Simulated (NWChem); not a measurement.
# GeH$_{3}$SeCl; SMILES [GeH3][Se]Cl

```xyz
6

Se    -0.8082     0.6353     0.0000
Cl     1.0734     1.7787     0.0000
Ge     0.2481    -1.4837     0.0000
H      1.1040    -1.6182     1.2667
H     -0.9186    -2.4869     0.0000
H      1.1040    -1.6182    -1.2667
```
Atoms are numbered in this order, from 1.

Results from NWChem. The geometry was optimised at PBE0/def2-SVP. B3LYP is NWChem's, with the RPA form of VWN correlation. Vzz is the largest principal value of the second derivative of the potential at the nucleus (NWChem prints the opposite sign); η is the asymmetry. Non-relativistic.

For level B3LYP/cc-pVTZ:

| Item | Result |
|---|---|
| Vzz Ge3 (a.u.) | 1.333 |

Task: Estimate the same quantities for level PBE0/cc-pVTZ.

Result: 
| Item | Result |
|---|---|
| Vzz Ge3 (a.u.) | 1.374 |
